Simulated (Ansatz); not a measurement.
C3H9FS3Zr (`C[S][Zr]([F])([S]C)[S]C`). Charge 0, multiplicity 1. Zr takes the def2 core potential. Geometry: relaxed with PBE0-D4/def2-TZVP. It is one conformer, not always the lowest.

```xyz
17

C    -0.937    1.363   -2.757
S     0.212   -0.007   -2.392
Zr    0.412    0.475   -0.033
F     0.363    2.348    0.318
S     2.350   -0.518    1.003
C     1.864   -2.026    0.101
S    -1.549   -0.516    0.979
C    -1.167    0.151    2.637
H    -1.205    1.944   -1.871
H    -0.470    2.030   -3.480
H    -1.849    0.941   -3.178
H     2.662   -2.310   -0.583
H     1.666   -2.825    0.814
H     0.948   -1.916   -0.507
H    -0.802   -0.652    3.276
H    -0.417    0.947    2.620
H    -2.082    0.571    3.053
```

What is the dipole moment at B3LYP/def2-TZVPP? (Estimate.)

Computed: 0.67 D, with components (-0.48, -0.46, -0.13) D in this frame, pointing from negative to positive charge.

And with PBE, r2SCAN, ωB97M-V? (An estimate is asked.)

Computed: PBE 0.65 D, r2SCAN 0.66 D, ωB97M-V 0.59 D.

Give the Mulliken charges with B3LYP, PBE, r2SCAN in def2-TZVPP. (An estimate is asked.)

Ansatz gave: 
| atom | B3LYP | PBE | r2SCAN |
| --- | --- | --- | --- |
| C1 | -0.24 | -0.22 | -0.10 |
| S2 | -0.26 | -0.25 | -0.28 |
| Zr3 | 0.73 | 0.59 | 0.69 |
| F4 | -0.38 | -0.33 | -0.37 |
| S5 | -0.25 | -0.24 | -0.27 |
| C6 | -0.18 | -0.17 | -0.07 |
| S7 | -0.27 | -0.25 | -0.28 |
| C8 | -0.22 | -0.21 | -0.08 |
| H9 | 0.11 | 0.12 | 0.08 |
| H10 | 0.13 | 0.13 | 0.09 |
| H11 | 0.13 | 0.13 | 0.09 |
| H12 | 0.13 | 0.13 | 0.10 |
| H13 | 0.13 | 0.13 | 0.09 |
| H14 | 0.08 | 0.10 | 0.07 |
| H15 | 0.12 | 0.12 | 0.09 |
| H16 | 0.10 | 0.11 | 0.07 |
| H17 | 0.13 | 0.12 | 0.09 |

B3LYP here is the variant with VWN-RPA as its local correlation; programs differ in this.
